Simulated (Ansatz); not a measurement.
One geometry of CH$_{9}$BrInSbSiSn, SMILES `Br[SiH2][CH]([InH2])[SnH2][SbH2]`, several functionals.

```yaml
crystal:
  periodic: [false, false, false]
  atoms:
    - {symbol: Br, position_ang: [-1.611429, -2.098312, 1.001446]}
    - {symbol: Si, position_ang: [0.625586, -1.855375, 1.074716]}
    - {symbol: C, position_ang: [1.029661, -0.263241, 0.271382]}
    - {symbol: In, position_ang: [0.521378, -0.244366, -1.869485]}
    - {symbol: Sn, position_ang: [-0.079059, 1.371934, 1.115767]}
    - {symbol: Sb, position_ang: [-2.442536, 1.461915, -0.415824]}
    - {symbol: H, position_ang: [0.973384, -1.938896, 2.517848]}
    - {symbol: H, position_ang: [1.179174, -3.044804, 0.377224]}
    - {symbol: H, position_ang: [2.095340, -0.030223, 0.378809]}
    - {symbol: H, position_ang: [1.029195, 1.166401, -2.717609]}
    - {symbol: H, position_ang: [-0.069399, -1.692903, -2.582663]}
    - {symbol: H, position_ang: [0.812028, 2.822754, 0.955802]}
    - {symbol: H, position_ang: [-0.474024, 1.122599, 2.762779]}
    - {symbol: H, position_ang: [-1.706023, 0.403017, -1.575383]}
    - {symbol: H, position_ang: [-1.883286, 2.819500, -1.294818]}
basis:
  gaussian: {orbitals: def2-TZVPP}
hamiltonian: {xc: {name: B3LYP}, dispersion: d4}
output: {forces: true, orbitals: {seedname: orbitals}}
```

```sh
$ ansatz run in.yaml --threads 4 --pin off --events-out ev --progress --plain --max-ram 66560MiB --backend cuda --devices 0, --max-vram 37GiB
```

It prints (some lines left out):

```
Functional definition: B3LYP
2748 factors; their error is unknown
mean field evaluation 1: about -96647.6374 eV, gradient 7.0e1 eV
mean field evaluation 2: about -96612.3777 eV, gradient 1.2e2 eV
mean field evaluation 4: about -96658.8712 eV, gradient 9.8e0 eV
mean field evaluation 8: about -96659.0710 eV, gradient 1.9e-1 eV
mean field evaluation 16: about -96659.6424 eV, gradient 7.6e-3 eV
mean field -96659.64236552 eV, -3552.1763386741 hartree, gradient 4.9e-5 eV, S^2 0.000000; 0 other end points of the search recorded, 0 dependent functions left out
reference -96659.64275449 eV, -3552.1763529683 hartree; 65, 65 occupied and 332, 332 virtual orbitals, 2748 factors
Total energy: -96660.72783812 eV, -3552.2162290565 hartree
Atom 0 at    -1.611429    -2.098312     1.001446 Å, force    -0.236132    -0.069133     0.009254 eV/Å
Atom 1 at     0.625586    -1.855375     1.074716 Å, force     0.265652    -0.157687     0.099614 eV/Å
Atom 2 at     1.029661    -0.263241     0.271382 Å, force     0.214651    -0.121126     0.093275 eV/Å
Atom 3 at     0.521378    -0.244366    -1.869485 Å, force     0.027730    -0.032446    -0.241609 eV/Å
Atom 4 at    -0.079059     1.371934     1.115767 Å, force     0.000841     0.208448     0.166292 eV/Å
Atom 5 at    -2.442536     1.461915    -0.415824 Å, force    -0.230302     0.008314    -0.017182 eV/Å
Atom 6 at     0.973384    -1.938896     2.517848 Å, force    -0.010836     0.006103    -0.101902 eV/Å
Atom 7 at     1.179174    -3.044804     0.377224 Å, force    -0.027556     0.085961     0.053063 eV/Å
Atom 8 at     2.095340    -0.030223     0.378809 Å, force    -0.090148    -0.021725    -0.015619 eV/Å
Atom 9 at     1.029195     1.166401    -2.717609 Å, force     0.014596     0.037941    -0.029147 eV/Å
Atom 10 at    -0.069399    -1.692903    -2.582663 Å, force    -0.008671    -0.042359    -0.027668 eV/Å
Atom 11 at     0.812028     2.822754     0.955802 Å, force     0.039778     0.054627     0.004835 eV/Å
Atom 12 at    -0.474024     1.122599     2.762779 Å, force    -0.003071    -0.002650     0.064249 eV/Å
Atom 13 at    -1.706023     0.403017    -1.575383 Å, force     0.032879    -0.014255    -0.019597 eV/Å
Atom 14 at    -1.883286     2.819500    -1.294818 Å, force     0.010591     0.059985    -0.037856 eV/Å
Dipole moment:     0.169848     0.287626     0.069150 e Å
```

Hardware: 4 threads of an AMD EPYC 7R13 on a shared host and a share of an NVIDIA H100 80 GB. Wall time 7.5 s, peak host memory 1.1 GiB.

Changing it to `hamiltonian: {xc: pbe0, dispersion: d4}` and no forces (abridged; 6.5 s):

```
Functional definition: PBE0
mean field evaluation 16: about -96639.7003 eV, gradient 3.7e-4 eV
mean field -96639.70028200 eV, -3551.4434806218 hartree, gradient 5.9e-5 eV, S^2 0.000000
Total energy: -96640.28262612 eV, -3551.4648813737 hartree
```

The same input with `hamiltonian: {xc: {name: wB97X-V}}` and no forces (abridged; 7.5 s):

```
Functional definition: wB97X-V
mean field evaluation 16: about -96642.9843 eV, gradient 8.8e-4 eV
mean field -96642.98432843 eV, -3551.5641671024 hartree, gradient 1.8e-5 eV, S^2 0.000000
Total energy: -96642.98432496 eV, -3551.5641669747 hartree
```

The same input with `hamiltonian: {xc: {name: PBE-QIDH}}` and no forces (abridged; 7.5 s):

```
Functional definition: PBE-QIDH
mean field evaluation 16: about -96596.7302 eV, gradient 2.1e-4 eV
mean field -96596.73019795 eV, -3549.8643591592 hartree, gradient 9.7e-6 eV, S^2 0.000000
27 core orbitals not correlated: weight in the atoms' cores, before any rotation towards them, 1.000 or more for the frozen orbitals, at most 0.000 for the correlated occupied ones
second order -48.07804963 eV of doubles, -0.00000000 eV of singles
Total energy: -96612.75623567 eV, -3550.4533051828 hartree
```

Changing it to `hamiltonian: {xc: {name: r2SCANh}, dispersion: d4}` and no forces (abridged; 6.5 s):

```
Functional definition: r2SCANh
mean field evaluation 16: about -96656.1247 eV, gradient 1.1e-3 eV
mean field -96656.12470985 eV, -3552.0470672125 hartree, gradient 3.8e-5 eV, S^2 0.000000
Total energy: -96656.30075196 eV, -3552.0535366408 hartree
```

Changing it to `hamiltonian: {xc: {name: revPBE}, dispersion: d4}` and no forces (abridged; 9 s):

```
Functional definition: revPBE
mean field evaluation 16: about -96647.7802 eV, gradient 7.6e-4 eV
mean field -96647.78021727 eV, -3551.7404127665 hartree, gradient 7.7e-5 eV, S^2 0.000000
Total energy: -96649.19875422 eV, -3551.7925430379 hartree
```

B3LYP takes the VWN-RPA correlation (the form of Gaussian; ORCA's B3LYP/G).
